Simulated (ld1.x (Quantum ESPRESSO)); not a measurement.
**An all-electron radial function and its pseudo partner (lanthanum (La))**

Columns: radius, all-electron u(r) and pseudo u(r) of the 4f shell (level -4.35 eV) of lanthanum in the configuration [Kr] 4d10 4f0 5s2 5p6 5d1 6s2 6p0; PBE, scalar-relativistic, RRKJ scheme, ld1.x (Quantum ESPRESSO) 7.5.

| r (bohr) | all-electron | pseudo |
| --- | --- | --- |
| 0.130 | 0.0741 | 0.0048 |
| 0.260 | 0.3462 | 0.0664 |
| 0.390 | 0.6284 | 0.2617 |
| 0.520 | 0.8164 | 0.5803 |
| 0.650 | 0.9035 | 0.8958 |
| 0.780 | 0.9167 | 1.0642 |
| 0.910 | 0.8864 | 1.0459 |
| 1.040 | 0.8338 | 0.9208 |
| 1.170 | 0.7720 | 0.7948 |
| 1.300 | 0.7082 | 0.7095 |
| 1.430 | 0.6456 | 0.6456 |
| 1.560 | 0.5858 | 0.5858 |
| 1.690 | 0.5298 | 0.5298 |
| 1.820 | 0.4780 | 0.4780 |
| 1.950 | 0.4305 | 0.4305 |
| 2.080 | 0.3874 | 0.3874 |
| 2.210 | 0.3486 | 0.3486 |
| 2.340 | 0.3136 | 0.3136 |
| 2.470 | 0.2823 | 0.2823 |
| 2.600 | 0.2544 | 0.2544 |
| 2.730 | 0.2294 | 0.2294 |
| 2.860 | 0.2072 | 0.2072 |
| 2.990 | 0.1874 | 0.1874 |
| 3.120 | 0.1697 | 0.1697 |
| 3.250 | 0.1539 | 0.1539 |
| 3.380 | 0.1398 | 0.1398 |

(1) How many radial nodes do the two functions have?

(2) At about which radius was the pseudo-wave matched?

(3) Where does each function peak?

(4) Is the pseudo-wave norm-conserving?

Answers

(1) The all-electron 4f function has n − l − 1 = 0; the pseudo-wave has 0.

(2) 1.40 bohr, where the columns begin to agree (steps of 0.13 bohr).

(3) Outermost all-electron maximum near 0.78 bohr, pseudo maximum near 0.78 bohr (to the table’s step).

(4) Yes: the RRKJ scheme keeps the norm inside the radius equal to the all-electron one, which fixes the energy derivative of the logarithmic derivative at the level.
